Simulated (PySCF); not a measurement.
Species: N-formylmorpholine, C5H9NO2.
Atom-mapped SMILES: `[O:1]=[CH:2][N:3]1[CH2:4][CH2:5][O:6][CH2:7][CH2:8]1`

Geometry (PBE0-D3(BJ)/def2-SVP, Å), atoms numbered from 1 in this order:
```xyz
17
C5H9NO2 angstrom
O      2.7455   -1.1535    0.3851
C      2.1458   -0.1270    0.1637
N      0.8542   -0.0435   -0.2509
C      0.0531   -1.2326   -0.4418
C     -1.2402   -1.0981    0.3446
O     -1.9084    0.0977    0.0291
C     -1.1297    1.2278    0.3139
C      0.1738    1.2090   -0.4723
H      2.6076    0.8843    0.2801
H     -0.1750   -1.3599   -1.5159
H      0.6488   -2.0932   -0.1069
H     -1.0153   -1.1368    1.4300
H     -1.9273   -1.9228    0.1061
H     -0.8996    1.2771    1.3984
H     -1.7290    2.1108    0.0469
H      0.8284    2.0370   -0.1583
H     -0.0460    1.3388   -1.5486
```

The computed photoelectron lines, unassigned: C 1s: 291.82 (area 2), 292.35 (area 2), 293.40 (area 1) eV; N 1s: 405.84 eV; O 1s: 536.87 (area 1), 538.64 (area 1) eV.

Computed, not measured: delta-SCF UKS SCAN, pcX-2 on the ionised atom, pcseg-1 elsewhere, spin-free X2C in PySCF 2.14.0. One conformer (not necessarily the lowest) at the PBE0-D3(BJ)/def2-SVP geometry, without solvent, vibrations or thermal averaging.

Question: Which carbon gives which C 1s line?

Answer: 291.82 eV: C4/C8 (sp3 carbon bound to nitrogen); 292.35 eV: C5/C7 (sp3 carbon bound to oxygen); 293.40 eV: C2 (amide carbonyl carbon). Lowest listed C 1s: C4/C8, bonded to N, C and 2 H. Highest, 1.58 eV above it: C2, bonded to O (double bond), N and H.

Question: Assign the O 1s lines to atoms.

Answer: 536.87 eV: O1 (amide oxygen); 538.64 eV: O6 (cyclic ether oxygen). Lowest listed O 1s: O1, bonded to C (double bond). Highest, 1.77 eV above it: O6, bonded to 2 C. Summing the Pauling electronegativity differences to the bonded atoms, each weighted by its formal bond order, gives -1.78 for the lowest site and -1.78 for the highest; the sum is the same at every site.

Bonded neighbours of each site: O1: C (double bond); C2: O (double bond), N and H; N3: 3 C; C4/C8: N, C and 2 H; C5/C7: O, C and 2 H; O6: 2 C.

Question: Which effective nuclear charge Zeff reproduces each element's mean 1s value in the hydrogen-like formula E = 13.606 eV × Zeff²?

Answer: C (Z = 6): mean 292.3 eV, Zeff = 4.64, Z − Zeff = 1.36; N (Z = 7): mean 405.8 eV, Zeff = 5.46, Z − Zeff = 1.54; O (Z = 8): mean 537.8 eV, Zeff = 6.29, Z − Zeff = 1.71. Means run over the listed sites, weighted by atom count.

One atom of each set of topologically equivalent atoms was ionised and stands for the set; in this conformer not all members are related by symmetry, and their own values weren't computed.
